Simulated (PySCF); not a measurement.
## Löwdin shares of the frontier orbitals

C7H7PS.
Cartesian coordinates in Å at the GFN2-xTB level; atoms count from 1:
```
atom  x, y, z in Å
S1    -2.340    2.222    1.219
P2    -1.032    0.980    0.537
C3    -0.613   -0.534    1.465
C4     0.300   -1.286    0.873
C5     0.863   -0.819   -0.451
C6     1.467    0.551   -0.233
C7     0.686    1.511    0.235
C8    -0.297   -0.659   -1.410
C9    -1.277    0.164   -1.075
H10   -1.098   -0.743    2.405
H11    0.670   -2.216    1.275
H12    1.602   -1.521   -0.838
H13    2.511    0.683   -0.468
H14    0.980    2.529    0.438
H15   -0.272   -1.227   -2.326
H16   -2.159    0.374   -1.657
```

Computed, not measured: TDDFT B3LYP/def2-SVPD, vertical, gas phase, core orbitals frozen in the response (PySCF 2.14.0, density-fitted response routines).

Frontier orbitals with the atoms that hold most of them (Löwdin shares over 4%, at most four atoms):

```tsv
orbital	ε (eV)	atoms
LUMO+2	-0.08	H12 16%, C5 11%, S1 9%, H11 8%
LUMO+1	-1.57	C6 21%, C7 20%, C8 12%, C9 11%
LUMO	-1.57	C4 20%, C3 19%, C8 13%, C9 12%
HOMO	-6.33	S1 74%, P2 16%
HOMO-1	-6.33	S1 74%, P2 16%, C3 4%
HOMO-2	-7.10	C3 16%, C7 16%, C9 16%, C4 15%
HOMO-3	-8.53	C7 21%, C6 19%, C9 15%, C8 14%
```

Within 0.005 eV of a neighbour in this list lie HOMO-1/HOMO and LUMO/LUMO+1 (point group found: C3v); within a degenerate set the shares of single atoms can hang on how the components are chosen.

Q: How does S1 compare with the orbital gap of 4.77 eV?

A: S1 is at 3.87 eV (f = 0.0000), 0.90 eV below the gap, made of HOMO-1/HOMO→LUMO/LUMO+1 (≥89%). 

Next come S2 at 3.94 eV (f 0.0001), HOMO-1/HOMO→LUMO/LUMO+1 (≥77%); S3 at 3.94 eV (f 0.0001), HOMO-1/HOMO→LUMO/LUMO+1 (≥77%); S4 at 4.04 eV (f 0.021), HOMO-1/HOMO→LUMO/LUMO+1 (≥88%); S5 at 4.70 eV (f 0.0002), HOMO-2→LUMO/LUMO+1 (≥97%).

Orbitals of the list HOMO-3 to LUMO+2 that lie within 0.01 eV of each other are written together with a slash and their weights summed (≥ marks a lower bound); for degenerate orbitals outside that list single weights are arbitrary.

Löwdin shares depend on the basis, the more so with diffuse functions.
